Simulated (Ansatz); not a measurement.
A nudged elastic band was laid between two geometries of BClH2 + BrH (6 atoms, charge 0, multiplicity 1).

Method: Ansatz, RKS BHLYP-D4/def2-TZVP.

| Quantity | Value |
| --- | --- |
| movable images | 7 |
| climbing image | yes |
| spring | 5.0 eV/Å² |
| optimiser | quadratic models (default) |
| start path | through a guess of the saddle point |
| force threshold | 0.05 eV/Å |
| iteration limit | 60 |
| end points | relaxed |

Initial state:

```xyz
6
Properties=species:S:1:pos:R:3
B -0.550 -0.475 -0.827
Cl 0.981 -0.144 -1.593
H -0.694 -1.522 -0.309
H -1.396 0.340 -0.906
H 1.452 1.042 1.513
Br 0.207 0.759 2.122
```

Final state:

```xyz
6
Properties=species:S:1:pos:R:3
B -0.975 -0.363 0.021
Cl 1.852 0.371 -1.024
H -0.713 -1.490 -0.180
H -1.419 0.375 -0.778
H 2.015 0.817 0.158
Br -0.760 0.290 1.804
```

Problem. Which bonds break or form, and what moves?

Solution. Bonds broken: B1–Cl2, H5–Br6. Bonds formed: B1–Br6, Cl2–H5. BClH2 + BrH becomes BBrH2 + ClH.

Problem. Give the energies along the band, and the barrier.

Solution. The forces met the threshold. The highest image is number 4 of 0 to 8, 20.5 kcal/mol above the first end and 18.0 kcal/mol above the last; the last end lies 2.5 kcal/mol above the first. A vibrational analysis at the climbing image gives one clearly imaginary mode, 997i cm⁻¹: a first-order saddle point. The orbitals stay closed-shell, which can raise the energy where a bond breaks towards radicals; this wasn't checked here.

| image | path coordinate (Å) | energy (kcal/mol) | B1–Cl2 (Å) | H5–Br6 (Å) | B1–Br6 (Å) |
| --- | --- | --- | --- | --- | --- |
| 0 | 0.00 | 0.0 | 1.74 | 1.41 | 3.29 |
| 1 | 0.43 | 0.4 | 1.75 | 1.41 | 3.17 |
| 2 | 0.85 | 2.5 | 1.77 | 1.42 | 2.89 |
| 3 | 1.28 | 10.4 | 1.83 | 1.46 | 2.49 |
| 4 | 1.71 | 20.5 | 1.98 | 1.69 | 2.19 |
| 5 | 2.10 | 12.5 | 2.22 | 2.09 | 2.03 |
| 6 | 2.49 | 5.6 | 2.59 | 2.46 | 1.95 |
| 7 | 2.87 | 3.0 | 2.92 | 2.83 | 1.92 |
| 8 | 3.26 | 2.5 | 3.10 | 3.27 | 1.91 |

Problem. What is the geometry of the highest image?

Solution. 
```xyz
6
Properties=species:S:1:pos:R:3
B -0.501 -0.281 -0.284
Cl 1.292 0.173 -0.982
H -0.597 -1.445 -0.176
H -1.301 0.426 -0.771
H 1.150 0.600 0.511
Br -0.044 0.526 1.702
```

Problem. What are the harmonic wavenumbers there?

Solution. 997i, 261, 437, 519, 550, 751, 832, 1082, 1147, 1225, 2711, 2844 cm⁻¹.

Time of the run: 3.2 min on 4 threads of Arm Neoverse N1 (shared host), peak memory 0.33 GiB.
